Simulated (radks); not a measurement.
Q: These are the eigenvalues of the occupied orbitals of an atom or ion with whole-number occupations (eV). Calculated with a radial shooting solver on a logarithmic mesh with Libxc functionals: Dirac Kohn-Sham, PBEsol, spin-unpolarised, spherical densities, finite nucleus; Fermi nuclear charge, rms radius of each element as measured or else 0.836 A^(1/3) + 0.57 fm.

| orbital | eigenvalue |
|---|---|
| 1s1/2 | -9161.205 |
| 2s1/2 | -1389.217 |
| 2p1/2 | -1258.030 |
| 2p3/2 | -1237.546 |
| 3s1/2 | -395.8126 |
| 3p1/2 | -353.7105 |
| 3p3/2 | -350.0832 |

Which element is it, and in what charge state? The configuration may be excited. Open shells, if any, are shared by 2j + 1.

A: Z = 29, copper, charge +11: Cu11+ in [Ar]. The list shows which subshells hold electrons but not how many an open one holds; the 1s level, -336.67 hartree, gives Z - s = 25.9 by -(Z - s)^2/2, which with screening and relativity narrows Z to a few neighbours, and the depths of the outer levels then fix element, charge and occupations together.
